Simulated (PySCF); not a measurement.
Si(vinyl)3(NHMe), C₇H₁₃NSi.
SMILES: `C=C[Si](C=C)(C=C)NC`

A linear-response calculation (PySCF, def2-SVPD basis, gas phase, vertical, core orbitals frozen in the response) gave these numbers; the functional is withheld.

Orbital energies (eV): HOMO-3 -7.67, HOMO-2 -7.65, HOMO-1 -7.36, HOMO -6.34, LUMO -0.88, LUMO+1 -0.47, LUMO+2 -0.08.

| state | E (eV) | f | main configurations (H = HOMO, L = LUMO) |
| --- | --- | --- | --- |
| S1 | 4.60 | 0.012 | H→L (99%) |
| S2 | 5.01 | 0.011 | H→L+1 (98%) |
| S3 | 5.38 | 0.0029 | H→L+2 (99%) |
| S4 | 5.82 | 0.089 | H-1→L (72%) |
| S5 | 5.89 | 0.0093 | H→L+3 (86%) |
| S6 | 6.00 | 0.015 | H-2→L (71%), H-1→L+1 (16%) |

Triplets (Tamm–Dancoff): T1 4.18 eV, H-1→L (58%), H-3→L+2 (14%), H-1→L+1 (9%); T2 4.20 eV, H-2→L+1 (24%), H→L (22%), H-3→L+1 (20%); T3 4.30 eV, H-3→L (37%), H-1→L+2 (31%); T4 4.50 eV, H→L (71%), H-2→L (9%).

Vertical ionisation energy by ΔSCF with the same functional: 8.37 eV. Mean static polarisability: 120.2 au.

Question: Which of these was used?
A. wB97X-D
B. HF
C. PBE
D. B3LYP

Answer: D. B3LYP is a global hybrid with 20% exact exchange. In this run −ε(HOMO) = 6.34 eV differs from the ΔSCF value by -2.03 eV, and S1 differs from the orbital gap of 5.45 eV by -0.85 eV. The ratio −ε(HOMO)/IP is 0.76. Small neutral molecules mostly give 0.67 to 0.83 with B3LYP, 0.5 to 0.7 with PBE, 0.89 to 0.99 with wB97X-D; Hartree–Fock can't fall below 1, since the ion's relaxation only lowers the ΔSCF value. The other options: PBE, a GGA without exact exchange; HF, time-dependent Hartree–Fock, 100% exact exchange; wB97X-D, range-separated, 22% exact exchange at short range and 100% at long range (ω = 0.2 bohr⁻¹).

Level of theory: PySCF, TDDFT B3LYP/def2-SVPD, vertical, gas phase, core orbitals frozen in the response. One conformer (not necessarily the lowest) at the PBE0-D3(BJ)/def2-SVP geometry, without solvent, vibrations or thermal averaging.

Time: 2.6 min wall, 6.0 min CPU (with the writing of density and orbital grids); peak memory 2.2 GiB. Hardware: 2 threads, Intel Xeon at 2.60 GHz (x86_64) (shared host).
